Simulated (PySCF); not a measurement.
Identify the unknown among the candidates.

All candidates are C3H7FSi.

* Triplet: lowest triplet excitation (Tamm–Dancoff): 4.19 eV [TDA CAM-B3LYP/def2-SVPD]
* Polarisability: 64.6 au [CAM-B3LYP/def2-SVPD]
* Rotational structure: rotational constants A, B, C: 4.345, 3.404, 1.975 GHz [GFN2-xTB]
* 1H NMR: chemical shifts (computed TMS as zero) by class: 7.19 (1 H), 4.20 (3 H), 1.82 (3 H) ppm [GIAO PBE0/pcSseg-1]
* XPS: Si2p3/2 106.7, C1s 290.2, C1s 291.0, C1s 292.4, F1s 692.7, Si1s 1846.4 eV [ΔSCF SCAN, pcX-2 on the ionised atom, pcseg-1 elsewhere, spin-free X2C, 2p3/2 from a spin–orbit splitting computed afterwards within the 2p shell]
* 13C NMR: chemical shifts (computed TMS as zero) by class: 164.5 (1 C), 113.1 (1 C), 18.8 (1 C) ppm [GIAO PBE0/pcSseg-1]
* NMR, other nuclei: isotropic shieldings of nuclei other than C and H, by class: 274 (1 F), 430 (1 Si) ppm [GIAO PBE0/pcSseg-1]
* Dipole: 1.79 D [CAM-B3LYP/def2-SVPD]
* UV, first state: lowest singlet excitation: 6.80 eV (182 nm, f = 0.236) [TDDFT CAM-B3LYP/def2-SVPD]

Gas-phase values; electronic properties from PySCF, density fitting. Levels stand in brackets. Geometry: GFN2-xTB; no solvent, vibrations or thermal averaging. GFN2-xTB frequencies show an imaginary mode (38i cm⁻¹), so this geometry is no minimum at that level. NMR classes are plain means over equivalent atoms (diastereotopic ones count apart unless rotation or inversion swaps them), as if these changed places fast.

Question: Which candidate is it?
A. `C=C[C@H](F)[SiH3]`
B. `C/C([SiH3])=C/F`
C. `F[SiH]1CCC1`

Answer: B. It is `C/C([SiH3])=C/F`. Numbering: `[CH3:1]/[C:2]([SiH3:3])=[CH:4]/[F:5]`. Its formula, C3H7FSi, gives 1 degree of unsaturation: 0 rings and 1 π bond in the structure found. 3 carbons fall into 3 classes; from least to most shielded: vinylic C–F carbon [C4] (164.5 ppm), fully substituted alkene carbon [C2] (113.1 ppm), allylic carbon [C1] (18.8 ppm). Hydrogen classes from least to most shielded: 1 H on a vinylic C–F carbon, C4 (7.19 ppm), 3 H on an SiH3 silicon, Si3 (4.20 ppm, a mean of values up to 0.6 ppm apart in this geometry), 3 H on an allylic carbon, C1 (1.82 ppm). The other shieldings belong to: 274 ppm, vinyl fluorine [F5]; 430 ppm, SiH3 silicon [Si3]. The core levels belong to: Si2p3/2 106.7 eV, SiH3 silicon [Si3]; C1s 290.2 eV, fully substituted alkene carbon [C2]; C1s 291.0 eV, allylic carbon [C1]; C1s 292.4 eV, vinylic C–F carbon [C4]; F1s 692.7 eV, vinyl fluorine [F5]; Si1s 1846.4 eV, SiH3 silicon [Si3]. By its constants the optimised geometry is an asymmetric top.

The others, at the same levels:
- `F[SiH]1CCC1` fails: its computed core binding energies are Si2p3/2 107.5, C1s 290.0 (×2), C1s 290.7, F1s 692.0, Si1s 1847.4 eV, lowest singlet excitation is 7.14 eV (174 nm, f = 0.005) (against 6.80 eV) and lowest triplet excitation (Tamm–Dancoff) is 6.76 eV (against 4.19 eV).
- `C=C[C@H](F)[SiH3]` fails: its computed 13C shifts are 148.6 (1 C), 116.8 (1 C), 92.4 (1 C) ppm, core binding energies are Si2p3/2 106.8, C1s 290.3, C1s 290.8, C1s 292.5, F1s 692.1, Si1s 1846.5 eV and 1H shifts are 6.68 (1 H), 5.69 (1 H), 5.31 (1 H), 5.24 (1 H), 3.89 (3 H) ppm.

Each candidate is one conformer, not necessarily the lowest. Dipoles, sizes and rotational constants follow the conformer. The torsions of the flexible species, by atom-mapped SMILES:
- `[CH2:1]=[CH:2][C@H:3]([F:4])[SiH3:5]`: C1–C2–C3–F4 -152°
